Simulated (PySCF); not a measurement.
In(vinyl)(OH)(OMe) (C₃H₇InO₂), SMILES [In]([OH])([CH]=C)[O]C.

Geometry optimised at PBE0-D3(BJ)/def2-SVP. The def2 effective core potentials stand for the cores of In; spin–orbit coupling is left out. The values are those of a single conformer.

These are r2SCAN/def2-TZVP run with PySCF values and carry that method's errors.

Symmetry labels are those of the subgroup Cs that the program uses (full group Cs).

Computed valence orbital energies around the gap with their symmetry:
```csv
orbital,symmetry,energy (eV)
HOMO−7,A',-10.63
HOMO−6,A',-10.36
HOMO−5,A',-8.46
HOMO−4,A",-7.65
HOMO−3,A',-7.50
HOMO−2,A",-7.07
HOMO−1,A',-6.33
HOMO,A",-6.13
LUMO,A",-2.02
LUMO+1,A',-1.69
LUMO+2,A",-0.25
LUMO+3,A',0.36
```
